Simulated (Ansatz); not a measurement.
SinClm: gap (eV) at several levels, gas phase, relaxed structures; Ansatz. Clusters are the lowest isomers that short searches found in that spin, judged at the geometry's level. HOMO and LUMO are taken over both spins. The structures are stationary points that may keep the symmetry of their start. Remarks come from the PBE and PBE0 runs and from stability tests at other levels; not every state was tested.

| species | state | geometry | PBE-D4/def2-SVP | PBE-D4/def2-TZVP | r2SCAN-D4/def2-TZVP | PBE0-D4/def2-SVP | PBE0-D4/def2-TZVPD | remarks |
| --- | --- | --- | --- | --- | --- | --- | --- | --- |
| Si2Cl | doublet | r2SCAN-D4/def2-TZVP | 0.22 | 0.28 | 0.75 | 1.93 | 2.00 | – |
| Si4Cl2 | singlet | B3LYP-D4/def2-SVP | 2.01 | 1.98 | 2.20 | 3.56 | 3.52 | restricted SCF unstable in HF |
| Si5Cl2 | singlet | r2SCAN-D4/def2-SVP | 1.53 | 1.53 | 1.68 | 2.94 | 2.93 | restricted SCF unstable in HF |

(1) Estimate the column for PBE0-D4/def2-TZVP.

(1) Si2Cl 2.00; Si4Cl2 3.53; Si5Cl2 2.94.

Over the 3 species that have every level, the mean is 1.26 at PBE-D4/def2-SVP, 1.26 at PBE-D4/def2-TZVP, 1.54 at r2SCAN-D4/def2-TZVP, 2.81 at PBE0-D4/def2-SVP, 2.82 at PBE0-D4/def2-TZVP, 2.82 at PBE0-D4/def2-TZVPD. Orbital gaps grow with the share of exact exchange and aren't one observable across functionals.
